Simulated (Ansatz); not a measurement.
Species: [Ti(Cl)4] (charge 0, multiplicity 1).

Task: Give a relaxed geometry from r2SCAN-D4/def2-SVP (Ansatz, an electronic-structure program).

Result: the end point of this relaxation.
Z-matrix (Å, degrees):
```
Ti
Cl 1 2.1665
Cl 1 2.1665 2 109.47
Cl 1 2.1665 2 109.47 3 120.00
Cl 1 2.1665 2 109.47 3 -120.00
```
